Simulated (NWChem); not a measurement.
System meant: CH₅Bi; SMILES [CH3][BiH2]

The following NWChem deck was run.

```
start job
memory heap 200 mb stack 900 mb global 1100 mb
geometry units angstroms noautoz
  Bi     0.034667     0.235240    -0.000249
  H     -1.246063     0.318090     1.289158
  H     -1.259768     0.317697    -1.275924
  C      0.010536    -2.070161     0.000221
  H      0.535670    -2.422887    -0.907060
  H     -1.030874    -2.436531     0.005813
  H      0.545276    -2.422615     0.901982
end
basis spherical
  * library def2-svp
end
dft
  xc b3lyp
  iterations 150
  mulliken
end
task dft energy
```

End of the output:

```
          Convergence Information
          -----------------------
          Convergence aids based upon iterative change in
          total energy or number of iterations.
          Levelshifting, if invoked, occurs when the
          HOMO/LUMO gap drops below (HL_TOL):  1.00D-02
          DIIS, if invoked, will attempt to extrapolate
          using up to (NFOCK): 10 stored Fock matrices.

                    Damping( 0%)  Levelshifting(0.5)       DIIS
                  --------------- ------------------- ---------------
          dE  on:    start            ASAP                start
          dE off:    2 iters        150 iters           150 iters

      Screening Tolerance Information
      -------------------------------
          Density screening/tol_rho:  1.00D-10
          AO Gaussian exp screening on grid/accAOfunc:  14
          CD Gaussian exp screening on grid/accCDfunc:  20
          XC Gaussian exp screening on grid/accXCfunc:  20
          Schwarz screening/accCoul:  1.00D-08

      Superposition of Atomic Density Guess
      -------------------------------------

      charge =      83.0 Bi (Bismuth)

      symmetry species            s     p     d     f
      number of basis functions =10     7     6     0
      number of cont. functions = 4     4     2     0
      number of closed shells   = 6     4     3     1
      number of open shells     = 0     1     0     0
      open shell occupation     = 0     3     0     0
 ------------------------------------------------------------------------
 atomscf:atomd: error in atom scf                   0
 ------------------------------------------------------------------------
 ------------------------------------------------------------------------
  current input line :
    20: task dft energy
 ------------------------------------------------------------------------
 ------------------------------------------------------------------------
 This error has not yet been assigned to a category
 ------------------------------------------------------------------------
 For more information see the NWChem manual at https://nwchemgit.github.io

0:atomscf:atomd: error in atom scf:Received an Error in Communication
```

### Question
Can this run be used? If not, why, and what is the fix?

### Answer
The program stopped with an error. Cause: the def2 basis of a heavy element holds valence functions alone and wants its effective core potential (without it all electrons must fit into that basis). This input runs:
```
start job
memory heap 200 mb stack 900 mb global 1100 mb
geometry units angstroms noautoz
  Bi     0.034667     0.235240    -0.000249
  H     -1.246063     0.318090     1.289158
  H     -1.259768     0.317697    -1.275924
  C      0.010536    -2.070161     0.000221
  H      0.535670    -2.422887    -0.907060
  H     -1.030874    -2.436531     0.005813
  H      0.545276    -2.422615     0.901982
end
basis spherical
  * library def2-svp
end
ecp
  Bi library def2-ecp
end
dft
  xc b3lyp
  iterations 150
  mulliken
end
task dft energy
```
It converges to -255.75963 Ha (B3LYP/def2-SVP with def2 effective core potentials on Bi).
